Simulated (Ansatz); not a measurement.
The same group exchange along the group O, S, Se, Te.

Gas-phase electronic energies from Ansatz, PBE0-D4/def2-TZVP geometries. CBS: MP2 limit from def2 TZ/QZ plus the TZ coupled-cluster correction, frozen cores. This one scheme is used for every species. def2 core potentials past Kr. For Se, Te outer-core shells are correlated without core-valence functions, which leaves a few kJ/mol of doubt a bond. Scalar relativity is left out up to krypton. One conformer a species, not always the lowest.

Problem. Order these by ΔE at CCSD(T)/CBS, lowest first. (Best estimate.)
A. `C[SiH2][Se][SiH3]` + `C=C` → `C=C[Se][SiH2]C` + SiH₄
B. `C[SiH2][Te][SiH3]` + `C=C` → `C=C[Te][SiH2]C` + SiH₄
C. `C[SiH2]O[SiH3]` + `C=C` → `C=CO[SiH2]C` + SiH₄

Solution. B (+22.7 kcal/mol), A (+25.5 kcal/mol), C (+39.8 kcal/mol).

Largest T1 diagnostic: 0.012, for `C=CO[SiH2]C`.
